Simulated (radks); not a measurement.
Task: Species: Hg73+. Configuration: [He] 2s2 2p3. Calculated with a radial shooting solver on a logarithmic mesh with Libxc functionals: Dirac Kohn-Sham, PBEsol, spin-unpolarised, spherical densities, finite nucleus; open shells are shared between the two j in proportion to 2j + 1; Fermi nuclear charge, rms radius 5.4648 fm. Some entries of the table are withheld. Estimate them.

| orbital | occ. | eigenvalue (eV) | <r> (bohr) | r(max) (bohr) |
|---|---|---|---|---|
| 1s1/2 | 2 | -91195.58 | 0.01656 | (1) |
| 2s1/2 | 2 | (2) | 0.06731 | 0.05836 |
| 2p1/2 | 1 | -21627.82 | (3) | (4) |
| 2p3/2 | 2 | -19531.35 | (5) | (6) |
| 3s1/2 | 0 | -9272.900 | 0.1599 | (7) |
| 3p1/2 | 0 | -9151.104 | 0.1485 | 0.1414 |
| 3p3/2 | 0 | -8551.788 | 0.1602 | 0.1535 |
| 3d3/2 | 0 | (8) | 0.1351 | 0.1151 |
| 3d5/2 | 0 | (9) | 0.1389 | 0.1186 |

Result: 
(1) 1s1/2 r(max) (bohr): 0.01022
(2) 2s1/2 eigenvalue (eV): -21993.19
(3) 2p1/2 <r> (bohr): 0.05503
(4) 2p1/2 r(max) (bohr): 0.04264
(5) 2p3/2 <r> (bohr): 0.06313
(6) 2p3/2 r(max) (bohr): 0.04981
(7) 3s1/2 r(max) (bohr): 0.1538
(8) 3d3/2 eigenvalue (eV): -8426.550
(9) 3d5/2 eigenvalue (eV): -8275.959
